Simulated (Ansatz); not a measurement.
Geometry optimisation, RKS PBE0/def2-SVP (Ansatz 0.2.0).

Input:

```yaml
crystal:
  periodic: [false, false, false]
  atoms:
    - { symbol: B, position_ang: [-0.32053, 2.02924, -0.3452] }
    - { symbol: O, position_ang: [0.37199, 0.86618, -0.28973] }
    - { symbol: Al, position_ang: [1.32103, -0.4847, -0.26673] }
    - { symbol: Si, position_ang: [-0.42286, -2.04691, 0.55396] }
    - { symbol: H, position_ang: [-1.45997, 2.00188, -0.07475] }
    - { symbol: H, position_ang: [0.2302, 3.01206, -0.65466] }
    - { symbol: H, position_ang: [2.78651, -0.61049, -0.64842] }
    - { symbol: H, position_ang: [-1.15642, -3.06419, -0.2408] }
    - { symbol: H, position_ang: [-0.553, -2.61754, 1.91908] }
total_charge: 1
basis:
  gaussian: { orbitals: def2-SVP }
hamiltonian:
  xc: pbe0
relax:
  f_tol: 0.015
  max_steps: 40
```

Run as:

```bash
$ ansatz run input.yaml --threads 1 --pin off --max-ram 2048MiB --backend cpu --events-out ev --progress --plain --runs-dir out
```

Task: Where does it end, and by what steps?

Result: It converged. Limits of this set-up: the dipole of an ion depends on the origin. After 18 steps the energy has fallen by 1.135 eV; H9 moved furthest, 1.11 Å. Joined: O2–Si4.

```tsv
step	energy less start (eV)	largest force component (eV/Å)	accepted
0	0.0000	1.268	yes
1	-0.3071	0.567	yes
2	-0.3475	0.296	yes
3	-0.3537	0.263	yes
4	-0.3711	0.272	yes
5	-0.3874	0.521	yes
6	-0.4650	0.672	yes
7	-0.6282	0.786	yes
8	-0.8438	0.917	yes
9	-0.9540	0.898	yes
10	-0.9275	2.830	no
11	-1.0687	0.548	yes
12	-1.1150	0.542	yes
13	-1.0907	0.529	no
14	-1.1305	0.069	yes
15	-1.1326	0.121	yes
16	-1.1348	0.110	yes
17	-1.1354	0.029	yes
18	-1.1354	0.004	yes
```

```xyz
9
Properties=species:S:1:pos:R:3
B -0.474 1.391 -0.169
O 0.185 0.155 -0.086
Al 1.781 -0.818 -0.316
Si -0.308 -1.570 0.417
H -1.633 1.409 0.142
H 0.183 2.322 -0.546
H 3.149 -0.252 -0.813
H -1.366 -2.027 -0.517
H -0.720 -1.524 1.842
```

Whether the end is a true minimum wasn't checked by a vibrational analysis.

Time of the run: 73 s on 1 thread of Arm Neoverse V2 (shared host), peak memory 0.17 GiB.
